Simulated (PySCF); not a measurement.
Compound: C₆H₈NO₂ (doublet state).
Z-matrix (Å and degrees, GFN2-xTB geometry), rows numbered from 1:
```
N 
C   1  1.3468
O   2  1.2133  1  123.31
C   2  1.5211  1  114.54  3   179.32
C   4  1.5520  2  109.17  1   116.65
C   5  1.4345  4  116.00  2   -77.69
C   6  1.3092  5  152.98  4   -14.11
C   7  1.4695  6  127.76  5     1.20
O   8  1.2076  7  127.25  6     4.56
H   1  1.0086  2  120.59  3   168.63
H   1  1.0071  2  118.56  3     4.86
H   4  1.0874  2  111.43  1    -5.99
H   4  1.0907  2  107.88  1  -126.45
H   5  1.0970  4  107.35  2    44.60
H   5  1.0955  4  109.36  2   160.81
H   7  1.0864  6  119.43  5  -177.26
H   8  1.1052  7  112.49  6  -174.86
```

The hyperfine couplings belong to this conformer and change with its torsions.

The species is `C(CC/[C]=C\C=O)(=O)N` [radical].

Computed, not measured: UKS B3LYP, pcH-1 on C H N O, non-relativistic, mean-field spin-orbit, GIAO in PySCF. One conformer (not necessarily the lowest) at the GFN2-xTB geometry, without solvent, vibrations or thermal averaging. A GFN2-xTB geometry isn't a minimum of the functional, and hyperfine couplings can be far from their values at a DFT geometry. Stability of the SCF solution: not tested.

Principal values of hyperfine tensors in MHz (contact and dipolar terms together), for some of the nuclei:

```tsv
atom	isotope	A1	A2	A3
C6	13C	126.32	146.80	362.06
C8	13C	86.24	88.76	106.33
C4	13C	64.03	64.31	86.84
H14	1H	50.09	51.17	68.45
C7	13C	-42.45	-25.80	-13.90
H17	1H	19.73	21.49	27.37
H15	1H	12.70	13.97	30.31
H13	1H	6.36	9.39	16.36
```

**Question.** Split each tensor into its isotropic and traceless parts, and turn a_iso into mT with g = 2.0021.

**Answer.** a_iso is a third of the trace, T = A − a_iso, and a(mT) = a(MHz)/(g × 13.996).

```csv
atom,a_iso (MHz),a_iso (mT),T1,T2,T3
C6,211.73,7.556,-85.40,-64.93,150.33
C8,93.77,3.347,-7.54,-5.02,12.55
C4,71.73,2.560,-7.70,-7.42,15.12
H14,56.57,2.019,-6.48,-5.40,11.88
C7,-27.38,-0.977,-15.06,1.58,13.48
H17,22.86,0.816,-3.14,-1.37,4.51
H15,18.99,0.678,-6.29,-5.02,11.32
H13,10.70,0.382,-4.34,-1.31,5.66
```

**Question.** What spin density at the nucleus of C4 lies behind its contact coupling (g_N = 1.40482)?

**Answer.** a_FC = 800.24 MHz bohr³ × g_N × ρ(0)/(2S). With a_FC = 71.73 MHz and 2S = 1, ρ(0) = 0.0638 bohr⁻³.

**Question.** H16 (1H, g_N = 5.58569) isn't in the table. Its spin density at the nucleus is 0.03005 bohr⁻³. What is its contact coupling?

**Answer.** By the same relation, a_FC = 134.3 MHz. Its full tensor has the principal values 128.10, 128.86, 146.04 MHz.

**Question.** Name the largest traceless tensor T of the table and describe it.

**Answer.** C6: -85.4, -64.9, 150.3 MHz, rhombic: the two smaller values differ by 14 % of the largest.

**Question.** What first-order splitting does C8 cause when the field lies along A1, A2 or A3 of its tensor (g taken as isotropic, no quadrupole term)?

**Answer.** 2 lines (I = 1/2), spaced by |A_i|/(g × 13.996): 3.08, 3.17, 3.79 mT along the axes of A1, A2 and A3.
